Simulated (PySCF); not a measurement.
Orbital energies and ionisation energy

Species: BH11NPSi3.
Structure used (PBE0-D3(BJ)/def2-SVP), in Å, numbered top down from 1:
```xyz
17
BH11NPSi3 angstrom
Si     2.5085    1.2917    0.5796
P      1.1962    1.5350   -1.2358
B      0.1325   -0.0686   -1.0867
N     -0.8460   -0.2987   -0.0872
Si    -1.2764    0.8663    1.1796
Si    -1.8111   -1.7862   -0.1744
H      2.9296   -0.1183    0.8470
H      3.7295    2.1298    0.3856
H      1.7627    1.7904    1.7736
H      2.1574    1.0122   -2.1492
H      0.2675   -0.8891   -1.9693
H     -2.7498    0.7547    1.4004
H     -0.5792    0.5422    2.4576
H     -0.9171    2.2382    0.7253
H     -2.0416   -2.2753    1.2190
H     -3.1398   -1.5090   -0.7979
H     -1.0754   -2.8103   -0.9631
```

Level: CAM-B3LYP/def2-SVPD (PySCF). Frontier orbitals with their largest atomic shares (Löwdin; up to four atoms above 4 %):

| orbital | ε (eV) | main atoms |
| --- | --- | --- |
| HOMO−3 | -10.74 | Si1 23 %, H9 20 %, P2 18 %, H10 12 % |
| HOMO−2 | -10.06 | N4 25 %, B3 14 %, P2 13 %, Si5 9 % |
| HOMO−1 | -9.46 | P2 24 %, N4 18 %, Si1 15 %, B3 14 % |
| HOMO | -8.29 | ? |
| LUMO | 0.17 | B3 32 %, P2 16 %, Si1 14 %, N4 13 % |
| LUMO+1 | 0.62 | Si5 17 %, Si6 15 %, B3 12 %, P2 6 % |
| LUMO+2 | 1.00 | Si5 24 %, Si6 16 %, Si1 10 %, B3 8 % |

**Question.** What vertical ionisation energy does ΔSCF give, and how far is −ε(HOMO) from it?

**Answer.** ΔSCF: 8.90 eV (859 kJ/mol; threshold wavelength 139 nm); ⟨S²⟩ of the doublet left behind is 0.758, against 0.75 for a pure doublet. −ε(HOMO) is 8.29 eV, 0.61 eV below it. In exact Kohn–Sham theory the two would be equal; CAM-B3LYP (range-separated hybrid) falls short of its own ΔSCF value by 7 %.

**Question.** On which atoms does the HOMO lie?

**Answer.** P2 (three-coordinate phosphorus) 56 %, B3 (three-coordinate boron) 12 %, Si1 (SiH3 silicon) 8 %, N4 (nitrogen bridging silicon atoms) 7 %, so more than half of it is on one atom. The HOMO−1 lies 1.17 eV lower.

**Question.** What kinetic energy would electrons from this vertical process carry with 118.2 nm light (10.49 eV)?

**Answer.** 10.49 − 8.90 = 1.59 eV.

**Question.** What total energies stand behind the ΔSCF value?

**Answer.** E(N) = -1295.64834 Eh and E(N − 1) = -1295.32119 Eh at the same geometry, 0.32715 Eh apart.

**Question.** Shift the occupied levels rigidly so that −ε(HOMO) equals the ΔSCF value. What binding energies result?

**Answer.** The shift is +0.61 eV: HOMO 8.90, HOMO−1 10.07, HOMO−2 10.67, HOMO−3 11.35 eV. A rigid shift is only a rough guide to the deeper ionisations.

Isolated species at its PBE0-D3(BJ)/def2-SVP geometry (one conformer only).
